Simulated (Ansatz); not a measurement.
`CB(C)[SiH2]N` + `[SH][Ga]([Cl])[Cl]` → `C[S][Ga]([Cl])[Cl]` + `CB[SiH2]N`  (substitution at a C–B bond)

Calculated with Ansatz (gas phase, PBE0-D4/def2-TZVP geometries, no zero-point term in ΔE). CBS: MP2 limit from def2 TZ/QZ plus the TZ coupled-cluster correction, frozen cores. DFT in def2-TZVPP. For Ga outer-core shells are correlated without core-valence functions, which leaves a few kJ/mol of doubt a bond. Scalar relativity is left out up to krypton. One conformer a species, not always the lowest.

`CB(C)[SiH2]N`:

Cartesian coordinates in Å:
```
C -1.371 -0.907 -0.542
B 0.009 -0.595 0.120
C 0.806 -1.730 0.841
Si 0.820 1.265 0.047
N -0.126 2.583 -0.564
H -1.876 -1.794 -0.149
H -1.132 -1.133 -1.595
H -2.068 -0.066 -0.574
H 1.886 -1.582 0.914
H 0.428 -1.723 1.876
H 0.599 -2.733 0.455
H 1.241 1.667 1.423
H 2.060 1.172 -0.787
H -0.478 2.550 -1.508
H -0.797 3.024 0.044
```

`[SH][Ga]([Cl])[Cl]`:

```xyz
5

S    -0.214   -0.112    1.733
Ga   -0.071   -0.280   -0.431
Cl   -0.691   -2.058   -1.407
Cl    0.686    1.313   -1.618
H     0.289    1.136    1.723
```

`C[S][Ga]([Cl])[Cl]`:

Z-matrix (Å, degrees):
```
C
S 1 1.820
H 1 1.090 2 105.7
H 1 1.088 2 111.3 3 -118.5
H 1 1.088 2 111.3 3 118.4
Ga 2 2.168 1 101.2 3 -180.0
Cl 6 2.133 2 120.8 1 0.0
Cl 6 2.123 2 121.4 1 -180.0
```

`CB[SiH2]N`:

```xyz
12

C    -0.977   -1.551    1.075
B    -0.295   -0.176    0.830
Si    0.417    0.380   -0.969
N     1.358    1.823   -0.855
H    -0.891   -2.288    0.276
H    -2.048   -1.337    1.219
H    -0.660   -2.000    2.023
H    -0.264    0.597    1.752
H    -0.773    0.468   -1.887
H     1.278   -0.682   -1.569
H     1.796    2.218   -1.672
H     1.058    2.548   -0.224
```

```csv
level,ΔE (eV)
LDA (SPW92),0.70
PBE0,0.63
r2SCAN0,0.65
HF/def2-SVP,0.65
CCSD/def2-SVP,0.71
SCS-MP2/def2-TZVPP,0.59
HF/def2-QZVPP,0.56
MP2/def2-QZVPP,0.61
```

Q: What does CCSD(T)/CBS give? (An estimate is asked.)

A: Ansatz gave: +0.60 eV. The listed levels differ from it by 0.10, 0.03, 0.05, 0.05, 0.11, -0.01, -0.04, 0.01 eV.

Largest T1 diagnostic among the species: 0.011.

At CCSD(T), def2-SVP lies +0.10 eV from the extrapolated value and def2-TZVPP +0.03 eV. In def2-TZVPP, CCSD(T) changes the Hartree–Fock value by +0.07 eV (the triples alone add −0.00 eV) and MP2 by +0.06 eV.
